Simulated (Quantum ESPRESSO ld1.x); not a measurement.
Values are calculated unless marked as measured or tabulated.
One sound ld1.x (Quantum ESPRESSO 7.5) input for neutral samarium gives E = -10423.536 hartree in 37 iterations:

```
 &input
    zed=62.0,
    iswitch=1,
    rel=1,
    dft='PBESOL',
    config='[Xe] 4f6 6s2',
    verbosity='high',
    prefix='ld1',
    max_out_wfc=37,
    file_charge='ld1.rho',
 /
```

Changed or added lines, one case at a time, and what came of them:

- iswitch=5: refused. The program stops in ld1_readin with "wrong iswitch": iswitch takes 1 to 4.
- tr2=1e-3: inaccurate. The cycle stops early, after 12 iterations, and the energy is off by +0.1125 hartree against the sound run.
- rel=2 cau_fact=39.33: crashed. The program stops in dirsol with "no classical turning point found": with c below Z the Dirac equation of a point nucleus has no 1s solution.
- atom='Sm': harmless. atom and zed name the same element, and the result equals that of the sound run.
- config='[Xe] 4f6 6s': refused. The program stops in el_config with "no occupancy field?": each term needs its occupation.
- lsd=1 dft='BLYP': silently wrong. The run ends normally, but in this build (ld1.x 7.5) Etot and Exc of a spin-polarised run lack the gradient corrections of exchange and correlation and come out near their LSDA values (nitrogen, PBE: -54.132 hartree against -54.536 from two other codes). The eigenvalues and orbitals are those of the GGA; the energies must not be used.
- config='[Xe] 4f6 6s2 7s4': refused. The program stops in el_config with "wrong occupancy:4": an s shell holds at most 2 electrons.
